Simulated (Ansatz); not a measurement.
Ga2H2⁺. The state is a doublet with charge 1. Geometry PBE-D4/def2-TZVP.

```xyz
4

Ga    1.050    0.659   -0.337
Ga   -1.050   -0.664    0.335
H    -2.627   -0.685    0.196
H     2.627    0.689   -0.194
```

The structure comes from a short search, and lower isomers may exist.

(1) Estimate the α-spin orbital energies around the gap (eV) in Ansatz with HF/def2-TZVP, LDA (SPW92)/def2-TZVP, PBE-D4/def2-TZVP, BLYP-D4/def2-TZVP, r2SCAN-D4/def2-TZVP.

Results:

(1) 
| orbital | HF/def2-TZVP | LDA (SPW92)/def2-TZVP | PBE-D4/def2-TZVP | BLYP-D4/def2-TZVP | r2SCAN-D4/def2-TZVP |
| --- | --- | --- | --- | --- | --- |
| HOMO−13 | -39.05 | -26.59 | -26.29 | -26.21 | -26.88 |
| HOMO−12 | -39.02 | -26.55 | -26.26 | -26.18 | -26.85 |
| HOMO−11 | -39.01 | -26.54 | -26.25 | -26.16 | -26.83 |
| HOMO−10 | -39.01 | -26.53 | -26.24 | -26.15 | -26.83 |
| HOMO−9 | -38.84 | -26.44 | -26.14 | -26.06 | -26.72 |
| HOMO−8 | -38.82 | -26.42 | -26.11 | -26.04 | -26.70 |
| HOMO−7 | -38.79 | -26.41 | -26.11 | -26.03 | -26.69 |
| HOMO−6 | -38.74 | -26.33 | -26.02 | -25.94 | -26.60 |
| HOMO−5 | -38.68 | -26.31 | -26.00 | -25.93 | -26.58 |
| HOMO−4 | -38.59 | -26.20 | -25.89 | -25.82 | -26.46 |
| HOMO−3 | -21.47 | -17.07 | -16.85 | -16.75 | -17.23 |
| HOMO−2 | -19.81 | -15.64 | -15.44 | -15.37 | -15.77 |
| HOMO−1 | -16.47 | -12.74 | -12.66 | -12.54 | -12.98 |
| HOMO | -13.09 | -10.40 | -10.34 | -10.21 | -10.66 |
| LUMO | -5.43 | -9.29 | -9.07 | -8.97 | -8.92 |
| LUMO+1 | -4.46 | -7.93 | -7.78 | -7.65 | -7.74 |
| LUMO+2 | -3.08 | -7.19 | -6.95 | -6.89 | -6.65 |
| LUMO+3 | -2.77 | -7.13 | -6.90 | -6.86 | -6.58 |
| LUMO+4 | -0.28 | -3.03 | -2.98 | -2.86 | -2.33 |
| LUMO+5 | 1.03 | -2.66 | -2.52 | -2.46 | -1.95 |
| β HOMO | -15.63 | -12.42 | -12.31 | -12.19 | -12.56 |
| β LUMO | -5.11 | -9.71 | -9.41 | -9.47 | -9.01 |
